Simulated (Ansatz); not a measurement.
C$_{6}$H$_{16}$F$_{2}$N$_{2}$Zr (`CC(C)[NH][Zr]([F])([F])[NH]C(C)C`). The species carries charge 0 and has multiplicity 1. Zr: def2 effective core potential. The geometry is a stationary point of PBE0-D4/def2-TZVP. It is one conformer, not always the lowest.

```xyz
27

C    -0.008    2.820   -0.533
C    -0.655    2.241   -1.780
C     0.349    2.130   -2.918
N    -1.237    0.945   -1.470
Zr   -1.374   -0.078    0.271
F    -2.694   -1.458    0.041
F    -1.778    1.056    1.781
N     0.462   -0.911    0.530
C     0.882   -1.778    1.620
C     1.391   -3.114    1.100
C    -0.277   -1.975    2.584
H     0.793    2.164   -0.175
H    -0.734    2.951    0.274
H     0.434    3.796   -0.741
H    -1.451    2.932   -2.096
H    -0.118    1.711   -3.813
H     1.177    1.476   -2.630
H     0.756    3.110   -3.178
H    -1.655    0.529   -2.296
H     1.200   -0.791   -0.151
H     1.699   -1.294    2.176
H     2.223   -2.971    0.405
H     1.744   -3.747    1.920
H     0.594   -3.643    0.570
H    -1.116   -2.476    2.086
H    -0.623   -1.021    2.996
H     0.017   -2.602    3.427
```

(1) What is the dipole moment at r2SCAN/def2-TZVPP? (Best estimate.)

(2) And with PBE, B3LYP, ωB97M-V? (Estimate.)

(3) Give the Mulliken charges with r2SCAN, PBE, ωB97M-V in def2-TZVPP. (Best estimate.)

Answers

(1) Ansatz gave: 2.90 D, with components (2.26, 0.58, -1.72) D in this frame, pointing from negative to positive charge.

(2) Ansatz gave: PBE 2.86 D, B3LYP 2.92 D, ωB97M-V 2.81 D.

(3) Ansatz gave: 
| atom | r2SCAN | PBE | ωB97M-V |
| --- | --- | --- | --- |
| C1 | -0.17 | -0.25 | -0.36 |
| C2 | 0.20 | 0.11 | 0.04 |
| C3 | -0.14 | -0.25 | -0.29 |
| N4 | -0.51 | -0.41 | -0.43 |
| Zr5 | 1.21 | 1.02 | 1.17 |
| F6 | -0.40 | -0.36 | -0.39 |
| F7 | -0.41 | -0.37 | -0.40 |
| N8 | -0.51 | -0.42 | -0.43 |
| C9 | 0.24 | 0.14 | 0.08 |
| C10 | -0.15 | -0.26 | -0.30 |
| C11 | -0.21 | -0.28 | -0.40 |
| H12 | 0.05 | 0.07 | 0.11 |
| H13 | 0.08 | 0.10 | 0.14 |
| H14 | 0.05 | 0.08 | 0.11 |
| H15 | 0.01 | 0.06 | 0.09 |
| H16 | 0.04 | 0.07 | 0.10 |
| H17 | 0.04 | 0.08 | 0.10 |
| H18 | 0.04 | 0.07 | 0.10 |
| H19 | 0.13 | 0.12 | 0.10 |
| H20 | 0.12 | 0.12 | 0.09 |
| H21 | 0.00 | 0.05 | 0.09 |
| H22 | 0.03 | 0.07 | 0.09 |
| H23 | 0.03 | 0.07 | 0.09 |
| H24 | 0.05 | 0.08 | 0.11 |
| H25 | 0.07 | 0.09 | 0.13 |
| H26 | 0.08 | 0.10 | 0.14 |
| H27 | 0.05 | 0.08 | 0.11 |

B3LYP here is the variant with VWN-RPA as its local correlation; programs differ in this.
